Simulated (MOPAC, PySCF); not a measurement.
Ligand exchange on a metal centre used in film growth or etching (Zn CH3-H). All species are isolated molecules in the gas phase. One relaxed conformer stands for each flexible species; it need not be the lowest.

Quantity: redistribution energy (mixed species minus the weighted end members), in kcal/mol. Semi-empirical values (MOPAC) are differences of heats of formation.

Level 1: B3LYP-D3(BJ)/def2-TZVP // BP86-D3(BJ)/def2-SVP (PySCF)
Level 2: M06-2X/6-31G* (LANL2DZ on Zn) // BP86-D3(BJ)/def2-SVP (PySCF)
Level 3: frozen-core MP2/6-31G* (LANL2DZ on Zn) // BP86-D3(BJ)/def2-SVP (PySCF)
Level 4: PM3 // BP86-D3(BJ)/def2-SVP (MOPAC)

```tsv
species	level 2	level 3	level 4
1 of 2 CH3 replaced by H: [Zn(CH3)(H)]	0.03	-0.35	-0.59
```

### Question
What does level 1 give for each?

### Answer

- 1 of 2 CH3 replaced by H: [Zn(CH3)(H)]: -0.12
